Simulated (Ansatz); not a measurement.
Reaction R1 + R2 → P1 + P2, each structure at its B3LYP-D3(BJ)/def2-TZVP stationary point, reached from a drawn start (curvature not checked).
P1: CH4O (SMILES CO), charge 0, multiplicity 1.
R1: CH4 (SMILES C), charge 0, multiplicity 1.
P2, H2 (SMILES [H][H]) (charge 0, multiplicity 1):
```xyz
2

H      0.000     0.000     0.372
H      0.000     0.000    -0.372
```
R2: H2O (SMILES O), charge 0, multiplicity 1.

P less R. No zero-point or thermal terms.

Cores are frozen in the correlated methods. CBS: X⁻³ extrapolation of the correlation energy, Hartree–Fock from the larger set.

The values were computed with Ansatz (Gaussian orbitals). All values are computed, each at the level named.

**Question.** What reaction energy does CCSD(T)/CBS(cc-pVTZ, cc-pVQZ) give?

**Answer.** 30.2 kcal/mol

**Question.** Give the reaction energy at the level r2SCAN/def2-TZVPP.

**Answer.** 29.5 kcal/mol

**Question.** What is the computed reaction energy (SVWN5/def2-TZVPP)?

**Answer.** 28.9 kcal/mol

Ansatz is a program for electronic structure.
